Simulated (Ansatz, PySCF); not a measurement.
Ways to break one bond of [F][Ge]([F])([F])[Br]:

A. [F][Ge]([F])([F])[Br] [bromo(trifluoro)germane] → F atom + [F][Ge]([F])[Br]
B. [F][Ge]([F])([F])[Br] [bromo(trifluoro)germane] -> [F][Ge]([F])[F] + Br atom

Quantity: bond dissociation energy (enthalpy at 298 K, with B3LYP-D3(BJ) rigid-rotor harmonic-oscillator terms), kcal/mol. Geometries: B3LYP-D3(BJ)/def2-TZVP minima from Ansatz (an electronic-structure program). Frequencies are from Ansatz or PySCF. Correlated levels leave the core frozen unless marked. Open shells are spin-unrestricted. No spin-orbit coupling. The frozen core is the preceding noble-gas configuration, with the filled d and f shells of earlier blocks. Non-relativistic. CBS(X,Y): correlation extrapolated as X^-3; Hartree-Fock from the larger set. [CCSD(T)-MP2]/basis is that difference in the basis named.

```
   HF/STO-3G (Ansatz)  SVWN5/def2-TZVPD (Ansatz)  CAM-B3LYP-D4/def2-TZVPD (Ansatz + dftd4)  RI-MP2/CBS(cc-pVTZ,cc-pVQZ)+[CCSD(T)-MP2]/cc-pVTZ (Ansatz)
-  ------------------  -------------------------  ----------------------------------------  ----------------------------------------------------------
A                67.9                      142.3                                     122.6                                                           …
B                85.0                       95.8                                      80.9                                                           …
```

Task: Complete the blanks.

Result: 
- A, RI-MP2/CBS(cc-pVTZ,cc-pVQZ)+[CCSD(T)-MP2]/cc-pVTZ (Ansatz): 130.2
- B, RI-MP2/CBS(cc-pVTZ,cc-pVQZ)+[CCSD(T)-MP2]/cc-pVTZ (Ansatz): 87.7
